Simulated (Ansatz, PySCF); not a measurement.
Si(Cl)(OH)(NH2)2 (ClH5N2OSi), SMILES N[Si](N)(O)Cl.

Coordinates come from a PBE0-D3(BJ)/def2-SVP optimisation. The structure was generated by enumeration, and PubChem lists no compound with its InChIKey, so it may never have been made. The values are those of a single conformer.

Vertical ionisation energy (IE) and electron affinity (EA) in eV. Rows of orbital energies are one-electron estimates. Where ΔSCF, EOM or ADC give a negative EA the extra electron is unbound and the value depends on the basis.

```
level                                                                        IE     EA
------------------------------------------------------------------------  -----  -----
−ε(HOMO), −ε(LUMO), B3LYP/def2-TZVP (PySCF)                                7.50  -0.31
−ε(HOMO), −ε(LUMO), PBE/def2-TZVP (PySCF)                                  6.25   0.18
ΔSCF, CAM-B3LYP/def2-SVPD (Ansatz), final states of multiplicity 2 and 2  10.22  -1.25
ΔSCF, PBE/def2-SVPD (Ansatz), final states of multiplicity 2 and 2         9.35  -0.96
```

Task: What vertical singlet–triplet gap does ΔSCF give with CAM-B3LYP/def2-SVPD (Ansatz, a first-principles code) and with PBE/def2-SVPD (Ansatz)? (Estimate from the structure and the level; the computed values follow.)

Result: 6.72 and 5.88 eV (triplet above singlet where positive).
